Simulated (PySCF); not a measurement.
**Nuclear quadrupole coupling in SiMeCl3**

Species: SiMeCl3, CH3Cl3Si.
Structure used (PBE0-D3(BJ)/def2-SVP), in Å, numbered top down from 1:
```xyz
8
CH3Cl3Si angstrom
Si     0.0243   -0.0062   -0.8025
C      0.0017   -0.0186    1.0442
H     -1.0323    0.0474    1.4140
H      0.5724    0.8399    1.4292
H      0.4573   -0.9460    1.4217
Cl     1.9569   -0.0224   -1.4926
Cl    -0.9035    1.6721   -1.5342
Cl    -0.9385   -1.6520   -1.5635
```

Field gradients from the PBE0/pcSseg-1 density (PySCF, non-relativistic), principal values in atomic units, ordered |Vxx| ≤ |Vyy| ≤ |Vzz|:

| atom | Vxx | Vyy | Vzz |
| --- | --- | --- | --- |
| Cl6 | -1.1284 | -1.1850 | 2.3135 |
| Cl7 | -1.1339 | -1.1842 | 2.3181 |
| Cl8 | -1.1359 | -1.1839 | 2.3198 |

Q: Find the asymmetry η = (Vxx − Vyy)/Vzz and the couplings χ = eQV/h (234.96 MHz × Q in barn × V in au), with Q(35Cl) = −0.0817 b.

A: 
```
atom            environment  nucleus     η  χzz (MHz)  χxx (MHz)  χyy (MHz)
 Cl6  chlorine bonded to Si     35Cl  0.02     -44.41      21.66      22.75
 Cl7  chlorine bonded to Si     35Cl  0.02     -44.50      21.77      22.73
 Cl8  chlorine bonded to Si     35Cl  0.02     -44.53      21.81      22.73
```

The gradient is axial or nearly so (η below 0.05) at Cl6, Cl7 and Cl8. The tensor is traceless: Vxx + Vyy + Vzz = 0.

Q: What is Vzz at Cl6 in SI units (1 au = 9.71736 × 10²¹ V/m²)?

A: 2.3135 au = 22.481 × 10²¹ V/m².

Q: And the gradient at the other heavy atoms, for which no coupling is worked out here?

A: 
```json
{"atom": "Si1", "environment": "silicon bonded to C and 3 Cl", "Vzz (au)": "-0.661", "η": "0.00"}
```

Q: What couplings would deuterons (Q(2H) = 0.00286 b) have in place of the hydrogens, at this geometry?

A: 
```
atom  bonded to  bond length (Å)  Vzz (au)     η  χzz (kHz)
  H3         C2            1.100    0.2948  0.01        198
  H4         C2            1.100    0.2942  0.01        198
  H5         C2            1.100    0.2948  0.01        198
```

Isolated species at its PBE0-D3(BJ)/def2-SVP geometry, gas phase. With a basis this small, the couplings can be 20 % off.
